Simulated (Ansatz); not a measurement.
Program: Ansatz. Geometries: PBE0-D4/def2-TZVP. ΔE: electronic, gas phase. CCSD(T)/CBS is the MP2 limit (def2-TZVPP, def2-QZVPP) plus CCSD(T) − MP2 in def2-TZVPP, frozen cores. This one scheme is used for every species. DFT in def2-TZVPP. B3LYP here is the variant with VWN-RPA as its local correlation; programs differ in this. One conformer a species, not always the lowest.

`[F][AlH][S][SiH3]` + CH₄ → `[CH3][AlH][S][SiH3]` + H–F  (formal exchange of groups at the Al–F bond)

`[F][AlH][S][SiH3]`:

Cartesian coordinates in Å:
```
F 1.048 -3.210 -0.412
Al 0.754 -1.662 0.063
S -0.654 -0.566 -1.165
Si -0.654 1.308 -0.129
H 1.488 -1.100 1.330
H -2.032 1.598 0.339
H -0.216 2.373 -1.063
H 0.266 1.259 1.036
```

CH₄:

```xyz
5

C     0.000    0.000    0.000
H     1.031    0.275   -0.218
H    -0.204   -0.992   -0.402
H    -0.674    0.724   -0.458
H    -0.154   -0.007    1.079
```

`[CH3][AlH][S][SiH3]`:

Z-matrix (Å, degrees):
```
C
Al 1 1.946
H 1 1.093 2 111.3
H 1 1.095 2 111.0 3 120.0
H 1 1.094 2 111.8 3 -120.9
S 2 2.191 1 121.1 3 174.3
H 2 1.582 1 124.7 3 -6.1
Si 6 2.134 2 100.4 1 -0.2
H 8 1.484 6 107.0 2 177.6
H 8 1.486 6 111.6 2 58.3
H 8 1.486 6 111.6 2 -63.2
```

H–F:

Cartesian coordinates in Å:
```
F -0.406 -0.015 -0.215
H 0.406 0.015 0.215
```

CCSD(T)/CBS gives +44.5 kcal/mol.

Task: Another level gave +45.7 kcal/mol. Which?
A. B3LYP-D4/def2-TZVPP
B. HF/def2-TZVPP
C. CCSD(T)/def2-TZVPP
D. B2PLYP/def2-TZVPP

Result: A. B3LYP-D4 45.7, HF/def2-TZVPP 49.3, CCSD(T)/def2-TZVPP 44.5, B2PLYP 47.0 kcal/mol.

Largest T1 diagnostic among the species: 0.012.

The D4 term adds −2.0 kcal/mol with B3LYP and −1.1 kcal/mol with PBE0; it sums over pairs of atoms, weighted by their polarisabilities, and B3LYP, whose exchange is more repulsive, gets the larger term. In def2-TZVPP, CCSD(T) changes the Hartree–Fock value by −4.8 kcal/mol (the triples alone add −0.7 kcal/mol) and MP2 by −4.6 kcal/mol.
